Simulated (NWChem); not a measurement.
ZrO2; SMILES [O]=[Zr]=[O]

def2 effective core potentials on Zr; no spin-orbit coupling.

### Question
Give the equilibrium geometry at PBE0/def2-SVP with def2 effective core potentials on Zr (NWChem) as an XYZ file, with the point group.

### Answer
point group C2v; any orientation.
```
3

Zr     0.0000     0.0000     0.2837
O      1.4255     0.0000    -0.7509
O     -1.4255     0.0000    -0.7509
```
